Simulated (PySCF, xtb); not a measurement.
N-methyl-N-silylpropan-2-amine (C4H13NSi), SMILES CC(C)N(C)[SiH3].

xtb 6.7.1 with GFN2-xTB at its own geometry gives an orbital gap of 4.94 eV and a dipole moment of 1.15 D.

Coordinates come from a B3LYP-D3(BJ)/def2-SVP optimisation. The values are those of a single conformer.

Question: What does M06-2X/def2-TZVP run with PySCF give? (An estimate is asked for; the answer gives what the named calculation found.)

Answer: gap 8.85 eV (levels -7.58 and 1.27 eV), dipole 1.00 D.
